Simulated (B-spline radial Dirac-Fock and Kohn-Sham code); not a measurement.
EELS cross sections of the Mn K (1s) edge

System: the free manganese atom, configuration [Ar] 3d5 4s2. These are calculated numbers from a radial B-spline solver; the model is the first Born approximation with generalised oscillator strengths from a Dirac-Hartree-Slater potential (longitudinal and transverse terms; continuum final states only, so no white lines or fine structure). The edge is taken at 6539.0 eV (tabulated value).

The run's input, task.json:

```json
{"items": [{
  "Z": 25,
  "q": 0,
  "cfg": [[1, 0, 2], [2, 0, 2], [2, 1, 6], [3, 0, 2], [3, 1, 6], [3, 2, 5], [4, 0, 2]],
  "A": 55,
  "rrms": 3.7057,
  "do": "eels",
  "beams": [[60, 10], [60, 50], [60, 100], [80, 5], [80, 10], [80, 20], [80, 50], [80, 100], [120, 10], [120, 100], [200, 5], [300, 20], [300, 50], [300, 100]],
  "edges": {"K": 6539.0}
}]}
```

Run with: `python xray2_run.py task.json out`

Partial cross sections σ(β, Δ) in barn, integrated over a window Δ above the edge and up to the collection semi-angle β, for parallel illumination:

```csv
E₀ (kV),β (mrad),Δ = 25 eV,Δ = 50 eV,Δ = 100 eV,Δ = 200 eV,Δ = 300 eV
60,10,0.0421,0.0827,0.163,0.314,0.454
60,50,0.812,1.60,3.15,6.10,8.84
60,100,2.00,3.95,7.81,15.2,22.1
80,5,?,?,?,?,?
80,10,0.0588,0.116,0.228,0.439,0.634
80,20,0.221,0.434,0.856,1.65,2.39
80,50,0.989,1.95,3.84,7.45,10.8
80,100,2.13,4.19,8.31,16.2,23.6
120,10,0.0931,0.183,0.360,0.694,1.00
120,100,2.17,4.28,8.48,16.5,24.2
200,5,0.0440,0.0864,0.170,0.328,0.473
300,20,0.718,1.41,2.79,5.42,7.87
300,50,1.52,3.00,5.94,11.6,16.9
300,100,2.01,3.98,7.90,15.5,22.7
```

Problem. Give the row for 80 kV and 5 mrad.

Solution. 0.0149 b for 25 eV, 0.0294 b for 50 eV, 0.0578 b for 100 eV, 0.111 b for 200 eV, 0.161 b for 300 eV.
